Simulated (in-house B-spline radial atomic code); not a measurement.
The numbers below are computed, except where a source is named.
Hot electrons crossing n-type InAs, n = 1.54e17 cm⁻³: losses to the electron gas

For InAs the NSM archive of the Ioffe Institute lists m* = 0.023 m0, ε = 15.15 and an optical phonon energy of 30 meV.

The electrons form a uniform gas at zero temperature with Lindhard's dielectric function (RPA). An added electron of energy E, from the band bottom, collides once per mean free path λ, with 1/λ = (1/πE) ∫dω ∫dq/q Im(−1/ε(q, ω)), in atomic (or effective) units, with ω up to E − E_F and q between √(2E) ∓ √(2(E − ω)); electron-hole pairs and the plasmon pole are integrated apart. No exchange between the two electrons. One parabolic band and the static dielectric constant; phonons, their coupling to plasmons and impurity scattering are left out.

(1) Find the scales.

| E − E_F (meV) | λ (nm) | share of plasmon losses | lifetime (fs) |
| --- | --- | --- | --- |
| 9.11 | 6360 | 0.00 | 6960 |
| 15.9 | 2720 | 0.00 | 2800 |
| 22.8 | 1670 | 0.00 | 1640 |
| 34.2 | 961 | 0.00 | 870 |
| 45.6 | 456 | 0.22 | 386 |

(2) Electrons are injected 22.8 meV above E_F into a base 80 nm thick. What share crosses without exciting the gas, and how long does the crossing take?

Results:

(1) a* = 34.86 nm and Ha* = 2.727 meV, and this density means r_s = 0.332. k_F = 1.91916/r_s = 5.7806, so E_F = 45.6 meV, and the zero-temperature picture needs T well below 530 K. ω_p = √(3/r_s³) = 9.054 Ha* = 24.7 meV, 0.82 times the phonon energy, so the two modes mix strongly and this plasmon is only a guide. Plasmon emission opens at E − E_F = 39 meV.

(2) exp(−80/1670) = 0.953. The speed is √(2E) = 7.08 in units of Ha* a*/ħ, or 1.02 nm/fs, so the transit takes 78.3 fs, against a lifetime of 1640 fs. Optical phonons can't be emitted this near E_F; impurity scattering lowers the share further.
